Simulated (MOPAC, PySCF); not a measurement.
H$_{9}$NOSi$_{3}$, SMILES `N[Si@@H](O)[SiH2][SiH3]`, neutral singlet in the gas phase. 

Z-matrix (Å, degrees):
```
Si
H 1 1.4917
H 1 1.4928 2 107.33
Si 1 2.3382 2 109.88 3 118.75
H 4 1.4856 1 110.01 2 -174.06
H 4 1.4877 5 108.55 1 120.14
H 4 1.4883 5 108.53 6 117.23
Si 1 2.3429 2 109.61 3 -118.98
O 8 1.6535 1 101.91 2 -167.68
H 9 0.9631 8 115.96 1 -171.96
N 8 1.7175 9 111.54 10 -47.17
H 11 1.0079 8 120.13 9 136.01
H 11 1.0084 12 111.38 8 -152.59
H 8 1.4914 9 112.09 10 68.59
```
Charge 0, multiplicity 1.

All levels are single points at this geometry (r2SCAN-D4/def2-TZVP); Pople sets use spherical d functions. Orbital energies aren't observables, and empty levels follow the basis.

r2SCAN-D4/def2-TZVP in PySCF gives HOMO (eV) = -6.22.

Q: Estimate the HOMO (eV) from each of these levels: PBE-D3(BJ)/def2-TZVP in PySCF; B3LYP/3-21G in PySCF; B3LYP/6-31G* in PySCF; B3LYP/LANL2DZ in PySCF; BP86/6-31G* in PySCF; HF/6-31G* in PySCF; AM1 in MOPAC; PM7 in MOPAC.

A: 
```json
[
 {"level": "PBE-D3(BJ)/def2-TZVP in PySCF", "HOMO (eV)": "-5.96"},
 {"level": "B3LYP/3-21G in PySCF", "HOMO (eV)": "-6.57"},
 {"level": "B3LYP/6-31G* in PySCF", "HOMO (eV)": "-6.70"},
 {"level": "B3LYP/LANL2DZ in PySCF", "HOMO (eV)": "-6.91"},
 {"level": "BP86/6-31G* in PySCF", "HOMO (eV)": "-5.79"},
 {"level": "HF/6-31G* in PySCF", "HOMO (eV)": "-9.81"},
 {"level": "AM1 in MOPAC", "HOMO (eV)": "-9.58"},
 {"level": "PM7 in MOPAC", "HOMO (eV)": "-9.55"}
]
```
